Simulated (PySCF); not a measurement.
C5H5F3NO (doublet state).
Structure used (GFN2-xTB), in Å, numbered top down from 1:
```xyz
15
C5H5F3NO angstrom
N      1.9354    0.3884    0.7241
C      1.8486   -0.0771   -0.5335
O      2.5823    0.2503   -1.4301
C      0.6828   -1.0789   -0.7357
C     -0.5698   -0.3144   -0.8979
C     -1.3538    0.0723    0.1691
F     -0.9831   -0.3133    1.4190
C     -2.5067    0.8168    0.1122
F     -3.0136    1.2774   -1.0266
F     -3.2476    1.1584    1.1565
H      2.6406    1.0740    0.9401
H      1.2936    0.1137    1.4470
H      0.6399   -1.7346    0.1348
H      0.9023   -1.6522   -1.6346
H     -0.8553    0.0272   -1.8778
```

The hyperfine couplings belong to this conformer and change with its torsions.

The species is `C([CH]C(=C(F)F)F)C(=O)N` [radical].

Level of theory: UKS B3LYP, pcH-1 on C F H N O, non-relativistic, mean-field spin-orbit, GIAO in PySCF 2.14.0. One conformer (not necessarily the lowest) at the GFN2-xTB geometry, without solvent, vibrations or thermal averaging. Couplings are sensitive to structure, and on GFN2-xTB geometries they can be far from those on DFT ones. No stability test was run, so a lower SCF solution isn't excluded. ⟨S²⟩ is 0.775 where a pure state has 0.75.

Q: Where do the isotropic ENDOR lines of C8, C6, C5, C2, C4, F10, F9, F7, H15 and H13/H14 fall at 333.8 mT, to first order?

A: ν± = |νn ± a/2|, one line for each electron-spin manifold; νn = |g_N| × 7.62259 MHz/T × B.

```json
{"nuclei": "C8", "isotope": "13C", "g_N": "1.4048", "νn (MHz)": "3.57", "a_iso (MHz)": "66.95", "lower line (MHz)": "29.90", "upper line (MHz)": "37.05"}
{"nuclei": "C6", "isotope": "13C", "g_N": "1.4048", "νn (MHz)": "3.57", "a_iso (MHz)": "-60.54", "lower line (MHz)": "26.69", "upper line (MHz)": "33.84"}
{"nuclei": "C5", "isotope": "13C", "g_N": "1.4048", "νn (MHz)": "3.57", "a_iso (MHz)": "56.42", "lower line (MHz)": "24.63", "upper line (MHz)": "31.78"}
{"nuclei": "C2", "isotope": "13C", "g_N": "1.4048", "νn (MHz)": "3.57", "a_iso (MHz)": "56.37", "lower line (MHz)": "24.61", "upper line (MHz)": "31.76"}
{"nuclei": "C4", "isotope": "13C", "g_N": "1.4048", "νn (MHz)": "3.57", "a_iso (MHz)": "-21.25", "lower line (MHz)": "7.05", "upper line (MHz)": "14.20"}
{"nuclei": "F10", "isotope": "19F", "g_N": "5.2577", "νn (MHz)": "13.38", "a_iso (MHz)": "94.96", "lower line (MHz)": "34.10", "upper line (MHz)": "60.86"}
{"nuclei": "F9", "isotope": "19F", "g_N": "5.2577", "νn (MHz)": "13.38", "a_iso (MHz)": "83.75", "lower line (MHz)": "28.50", "upper line (MHz)": "55.25"}
{"nuclei": "F7", "isotope": "19F", "g_N": "5.2577", "νn (MHz)": "13.38", "a_iso (MHz)": "-29.10", "lower line (MHz)": "1.17", "upper line (MHz)": "27.93"}
{"nuclei": "H15", "isotope": "1H", "g_N": "5.5857", "νn (MHz)": "14.21", "a_iso (MHz)": "-40.28", "lower line (MHz)": "5.93", "upper line (MHz)": "34.35"}
{"nuclei": "H13/H14", "isotope": "1H", "g_N": "5.5857", "νn (MHz)": "14.21", "a_iso (MHz)": "26.63", "lower line (MHz)": "0.90", "upper line (MHz)": "27.53"}
```

The rows for 13C, of low natural abundance, apply to labelled samples.

Q: Which pairs are centred on the nuclear Larmor frequency, and which on half the coupling?

A: Centred on νn, since |a| < 2νn: H13/H14. Centred on |a|/2 and split by 2νn: C8, C6, C5, C2, C4, F10, F9, F7 and H15.

Q: At what field would the lower line of C5 fall to zero frequency?

A: Where νn = |a|/2, that is B = 28.21 MHz/(1.4048 × 7.62259 MHz/T) = 2630 mT, as far as first order holds there.

Couplings of abundant isotopes left out: H11 (1.9 MHz) and N1 (1.0 MHz).

Means are taken over nuclei equivalent by connectivity, which assumes that they swap fast. H11 and H12 aren't averaged: N1 is flat or nearly so (angle sum 360°), and its turn about the short N1–C2 bond (1.34 Å) is taken as slow. The 1H value of +26.6 MHz is a mean of couplings from 23.3 to 30.0 MHz in this one geometry, not an average over conformers.

Hardware: one thread, Arm Neoverse V1 (aarch64), shared host with 32 logical CPUs at a one-minute load of 22. Cost: 1.9 min of wall time (with the writing of density and orbital grids), 0.97 GiB resident at most.
